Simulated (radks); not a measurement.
K VIII, 12 electrons, occupied as [Ne] 3s2.

All-electron calculation, non-relativistic Kohn-Sham, TPSS, spin-polarised, spherical densities, point nucleus; meta-GGA in the generalised Kohn-Sham scheme. Program: a radial shooting solver on a logarithmic mesh with Libxc functionals.

Energy parts (hartree):
| part | energy |
|---|---|
| total | -583.70192 |
| kinetic | 583.26660 |
| electron-nucleus | -1322.74811 |
| Hartree | 185.42504 |
| exchange-correlation | -29.64545 |

Orbitals (lengths in bohr, moments of r in powers of bohr; r(90%) holds 90 % of the orbital's charge):
orbital  occ.  eigenvalue (hartree)  r(90%)      <r^4>
1s          2             -134.4953   0.145  0.0002037
2s          2             -17.96252   0.600    0.05479
2p          6             -15.35686   0.572    0.04570
3s          2              -5.34141    1.59      2.715

The highest occupied level is 3s at -145.35 eV. For comparison, the ionisation energy in NIST's Atomic Spectra Database is 154.87 eV (semi-empirical). In exact Kohn-Sham theory the highest level is minus the ionisation energy, but local and semilocal functionals leave it too shallow, through self-interaction and a potential that decays too fast; potentials with the right tail come closer. The electron density at the nucleus is 4567 e/bohr^3. The density falls to 0.001 e/bohr^3 at r = 2.23 bohr.
